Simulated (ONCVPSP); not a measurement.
## germanium: one change to an ONCV potential, before and after

ONCVPSP 4.0.1 input, shortened (lines: element, Z, core and valence counts, functional; n l f; lmax; l rc ep ncon nbas qcut; lloc lpopt rc5 dvloc0; l nproj debl; icmod fcfact rcfact), LDA (Perdew-Wang 92), scalar-relativistic:

```
  Ge 32.00    5    3  -001012      upf
    1    0    2.00
    2    0    2.00
    2    1    6.00
    3    0    2.00
    3    1    6.00
    3    2   10.00
    4    0    2.00
    4    1    1.00
    3
    0    1.60    0.00    4    9    4.00
    1    1.85    0.00    4    9    5.00
    2    0.80    0.00    4    9   21.40
    3    1.60    0.04    4    6    7.30
    4    5    0.50    0.00
    0    1    3.30
    1    2    2.10
    2    3    2.80
    3    1    3.30
    3    2.25    1.75
```

Change: core correction Teter function, fcfact 2.25, rcfact 1.7.

Cutoffs: the cutoffs (Ha) at which the residual kinetic energy of the hardest occupied pseudo-wave falls to 1 and 0.1 mHa per electron; they do not see the model core or the augmentation charge, which bear on the density cutoff. Errors are all-electron minus pseudo energies relative to the spin-unpolarised reference configuration.

Question: Predict the effect on cutoff, ghosts and configuration errors.

Answer: The potential gets neither clearly harder nor softer (167 Ha and 189 Ha → 167 Ha and 189 Ha); both files keep a bound ghost (p, s); of the 4 tests that both files solve, the error grows in 0 and shrinks in 3 by more than 15 % and 0.3 meV (median size 6.6 → 5.0 meV). A model core, the more so a compact one, raises the density cutoff, which this test does not measure.

```tsv
quantity	base	changed
cutoff, loose	167 Ha	167 Ha
cutoff, tight	189 Ha	189 Ha
bound ghosts	s, p	s, p
GHOST(+) flags under 300 eV	s at 29.6 eV, f at 56.2 eV	s at 29.6 eV, f at 56.2 eV
error for 3d10 4s2 4p2, meV [ΔE -7.63 eV]	+1.4	+1.6
error for 3d10 4s2 4p0, meV [ΔE 15.71 eV]	-1.1	-0.5
error for 3d10 4s1 4p0, meV [ΔE 50.92 eV]	-18	-8.5
error for 3d10 4s0 4p4, meV [ΔE 8.73 eV]	-12	-10
s: phases at 1.62 bohr within 0.05 rad from the reference energy up to (Ha; the scan ends near 5)	0.4	0.4
p: phases at 1.87 bohr within 0.05 rad from the reference energy up to (Ha; the scan ends near 5)	4.1	4.1
d: phases at 0.81 bohr within 0.05 rad from the reference energy up to (Ha; the scan ends near 5)	to the end of the scan	to the end of the scan
f: phases at 1.62 bohr within 0.05 rad from the reference energy up to (Ha; the scan ends near 5)	2.0	2.0
rms error of d²Exc/dni dnj with the model core, mHa	2.76	2.91
```

 A true bound ghost makes a file unfit for plane-wave use even where its test errors are small: the radial tests pick states by their node count and pass the ghost by.
